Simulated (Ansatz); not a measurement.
## Redistribution: CH2Br2 + C2H4Br2 → C2H5Br + CHBr3

Species: CH2Br2 (dibromomethane) `BrCBr`, singlet; C2H4Br2 (1,1-dibromoethane) `CC(Br)Br`, singlet; C2H5Br (bromoethane) `CCBr`, singlet; CHBr3 (bromoform) `BrC(Br)Br`, singlet. The partners trade Br for CH3; both sit on C, so the bond types are kept.

Shapes, held fixed at every level: PBE0-D4/def2-TZVP. Programs: Ansatz 0.2.0. The zero-point and thermal change to 298 K, harmonic and unscaled (PBE0-D4/def2-TZVP), is -0.4 kJ/mol.

Estimate ΔH(298 K) of this reaction.

The highest level, CCSD(T)/def2-TZVPP, gives ΔH(298 K) = +18.8 kJ/mol; the levels span +15.7 to +23.3. The column of differences is taken from that level and isn't an error. No measured value is set beside it here. Relativity is left out for Br unless named. Correlated rows may include outer-core shells of Br, which these sets cover unevenly. Times are processor times on shared x86 and Arm servers, and rough.

```
                level                    kind  ΔH(298 K) (kJ/mol)  less CCSD(T)/def2-TZVPP  CPU time (sum over the molecules)
        HF/def2-TZVPP            Hartree–Fock               +23.3                     +4.5                                  –
     SPW92/def2-TZVPP                     LDA               +15.7                     -3.1                               15 s
 r2SCAN-D4/def2-TZVPP                meta-GGA               +17.6                     -1.2                               64 s
r2SCAN0-D4/def2-TZVPP           global hybrid               +19.1                     +0.3                               71 s
   wB97X-V/def2-TZVPP  range-separated hybrid               +18.3                     -0.5                              100 s
         MP2/def2-SVP     perturbation theory               +17.0                     -1.8                                  –
   CCSD(T)/def2-TZVPP   coupled cluster or CI               +18.8                      0.0                             21 min
```
